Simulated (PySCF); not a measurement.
One of the candidates below gave these computed data.

All candidates are C7H4F4.

- Dipole: 5.10 D [PBE0/pcSseg-1]
- NMR, other nuclei: isotropic shieldings of nuclei other than C and H, by class: 231 (3 F), 409 (1 F) ppm [GIAO PBE0/pcSseg-1]
- 1H NMR: chemical shifts (computed TMS as zero) by class: 4.91 (2 H), 2.75 (2 H) ppm [GIAO PBE0/pcSseg-1]
- 13C NMR: chemical shifts (computed TMS as zero) by class: 123.7 (1 C), 92.2 (1 C), 85.7 (1 C), 80.3 (1 C), 72.5 (1 C), 65.9 (1 C), 25.1 (1 C) ppm [GIAO PBE0/pcSseg-1]
- Rotational structure: rotational constants A, B, C: 3.145, 0.291, 0.282 GHz [GFN2-xTB]

Electronic properties: PySCF, gas phase, density fitting. Levels stand in brackets. Geometry: GFN2-xTB, one conformer, isolated molecule. Each NMR value is the plain mean over a class of atoms that symmetry, rotation or inversion makes alike.

Problem. Which candidate is it?
A. `Fc1ccc(C(F)(F)F)cc1`
B. `FCCC#CC#CC(F)(F)F`
C. `Fc1ccccc1C(F)(F)F`

Solution. B. It is `FCCC#CC#CC(F)(F)F`. Numbering: `[F:1][CH2:2][CH2:3][C:4]#[C:5][C:6]#[C:7][C:8]([F:9])([F:10])[F:11]`. Its formula, C7H4F4, gives 4 degrees of unsaturation: 0 rings and 4 π bonds in the structure found. 7 carbons fall into 7 classes; from least to most shielded: CF3 carbon [C8] (123.7 ppm), alkyne carbon [C4] (92.2 ppm), sp3 C–F carbon [C2] (85.7 ppm), alkyne carbon [C6] (80.3 ppm), alkyne carbon [C5] (72.5 ppm), alkyne carbon [C7] (65.9 ppm), propargylic carbon [C3] (25.1 ppm). Hydrogen classes from least to most shielded: 2 H on an sp3 C–F carbon, C2 (4.91 ppm), 2 H on a propargylic carbon, C3 (2.75 ppm, a mean of values up to 0.6 ppm apart in this geometry). The other shieldings belong to: 231 ppm, fluorine of a CF3 group [F9/F10/F11]; 409 ppm, alkyl fluorine [F1]. The optimised geometry has point group C1 and is an asymmetric top.

The others, at the same levels:
- `Fc1ccc(C(F)(F)F)cc1` fails: it has 5 carbon classes against 7; its computed 13C shifts are 174.7 (1 C), 134.7 (2 C), 133.3 (1 C), 133.2 (1 C), 121.8 (2 C) ppm, 1H shifts are 8.08 (2 H), 7.49 (2 H) ppm and rotational constant A is 2.863 GHz (against 3.145 GHz).
- `Fc1ccccc1C(F)(F)F` fails: its computed 13C shifts are 170.9 (1 C), 139.5 (1 C), 133.5 (1 C), 132.3 (1 C), 128.7 (1 C), 125.8 (1 C), 123.0 (1 C) ppm, 1H shifts are 8.02 (1 H), 7.86 (1 H), 7.53 (1 H), 7.52 (1 H) ppm and rotational constant A is 1.915 GHz (against 3.145 GHz).

Each candidate is one conformer, not necessarily the lowest. Dipoles, sizes and rotational constants follow the conformer. The torsions of the flexible species, by atom-mapped SMILES:
- `[F:1][CH2:2][CH2:3][C:4]#[C:5][C:6]#[C:7][C:8]([F:9])([F:10])[F:11]`: F1–C2–C3–C4 70°
- `[F:1][c:2]1[cH:3][cH:4][c:5]([C:6]([F:7])([F:8])[F:9])[cH:10][cH:11]1`: C4–C5–C6–F7 -30°
- `[F:1][c:2]1[cH:3][cH:4][cH:5][cH:6][c:7]1[C:8]([F:9])([F:10])[F:11]`: C6–C7–C8–F9 -120°
